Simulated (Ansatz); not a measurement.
Species: sum formula SiHCl (charge 0, singlet). SMILES: Cl[SiH]
Structure (B3LYP-D3(BJ)/def2-TZVP (Ansatz, a quantum-chemistry and plane-wave program) minimum search):
```xyz
3

Si     0.7933    -0.2087     0.7471
H      1.8312    -0.4893    -0.3363
Cl    -0.7611     0.2007    -0.5955
```

Atomisation energy built up term by term with Ansatz (kcal/mol; UHF references for open shells; valence terms freeze the core; atomic spin-orbit terms are left out). CBS marks a two-point X^-3 extrapolation of the correlation energy; Hartree-Fock from the larger set (for Q and 5 zeta extrapolated as (X+1)exp(-9√X)).

The Hartree-Fock reference is unstable (checked in the largest basis), which strains HF and MP2. 

```json
[
 {"term": "Hartree-Fock", "basis": "CBS(cc-pV(Q+d)Z,cc-pV(5+d)Z)", "kcal/mol": "127.05"},
 {"term": "CCSD correlation", "basis": "CBS(cc-pV(Q+d)Z,cc-pV(5+d)Z)", "kcal/mol": "48.66"},
 {"term": "(T)", "basis": "CBS(cc-pV(Q+d)Z,cc-pV(5+d)Z)", "kcal/mol": "4.03"},
 {"term": "CCSDT - CCSD(T)", "basis": "cc-pV(D+d)Z", "kcal/mol": "0.10"},
 {"term": "core correlation", "basis": "cc-pwCVTZ", "kcal/mol": "0.25"},
 {"term": "scalar relativity (X2C)", "basis": "cc-pVTZ-DK against cc-pVTZ", "kcal/mol": "-0.34"},
 {"term": "sum: De", "basis": "", "kcal/mol": "179.7"}
]
```

(T) makes 2.2 % of the CCSD(T) atomisation energy; under 5 % is typical of single-reference molecules.
